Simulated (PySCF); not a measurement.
Start geometry of cyclo-(Cl2GeO)5, Cl10Ge5O5 from a GFN2-xTB structure with every atom displaced at random (by about 0.03 Å) (Å):
```
atom  x, y, z in Å
Ge1   -1.865   -1.952    0.328
Cl2   -3.233   -1.490    1.861
Cl3   -1.884   -3.854   -0.323
O4    -2.278   -0.916   -1.078
Ge5   -1.483    0.220   -2.052
Cl6   -2.856    0.945   -3.393
Cl7    0.292   -0.615   -2.759
O8    -1.038    1.613   -1.042
Ge9   -0.567    2.318    0.526
Cl10  -1.529    1.508    2.146
Cl11  -0.825    4.316    0.185
O12    1.161    2.066    0.669
Ge13   2.493    1.240    0.156
Cl14   2.985    1.572   -1.773
Cl15   3.961    1.717    1.600
O16    2.311   -0.462    0.353
Ge17   1.310   -1.709    0.987
Cl18   1.768   -3.410   -0.072
Cl19   1.554   -1.852    3.050
O20   -0.415   -1.239    0.730
```

Q: What comes out of this run: PBE0-D3(BJ)/def2-SVP geometry optimisation, gas phase (PySCF 2.14.0)?

A: 
```
atom  x, y, z in Å
Ge1   -1.8426   -1.7932    0.4674
Cl2   -2.9453   -1.6417    2.2631
Cl3   -1.8243   -3.8046   -0.1971
O4    -2.5271   -0.7453   -0.7593
Ge5   -1.5798    0.1648   -1.9265
Cl6   -2.9315    0.8395   -3.4019
Cl7   -0.0617   -1.0635   -2.7773
O8    -0.7889    1.5456   -1.2091
Ge9   -0.5401    2.2914    0.3501
Cl10  -2.0310    1.7205    1.7429
Cl11  -0.5576    4.3888    0.0537
O12    1.0022    1.8038    1.0196
Ge13   2.4854    1.2536    0.2679
Cl14   2.6588    2.0064   -1.7066
Cl15   4.0893    1.8823    1.4968
O16    2.4761   -0.4949    0.1781
Ge17   1.4270   -1.7127    0.8563
Cl18   1.7880   -3.5029   -0.2075
Cl19   1.7869   -1.9722    2.9297
O20   -0.2213   -1.1513    0.6592
```

The energy falls by 30.0 kcal/mol over 21 energy and gradient evaluations, the largest force component goes from 0.0755 to 4.1e-04 Eh/bohr, and the atoms move by 0.331 Å rms after alignment. The bond that changes most is Ge1–Cl3 (ends: germanium bonded to 2 Cl and 2 O; chlorine bonded to Ge), which lengthens by 0.108 Å. Bonds longer at the end by more than 0.005 Å: 14 of 20; shorter: 4. Among the angles that change most is Ge9–O12–Ge13, from 147.5° to 132.0°. Among the dihedrals that turn most is Ge9–O12–Ge13–Cl15, from -167° to 149°. Rotational constants go from 107.9, 95.0, 74.9 to 107.9, 95.6, 73.2 MHz. The orientation of the end geometry is arbitrary; only internal coordinates are fixed.

The run used 410 basis functions and 154 SCF cycles in all.

Stationary, but not proved a minimum. One conformer, not necessarily the lowest.
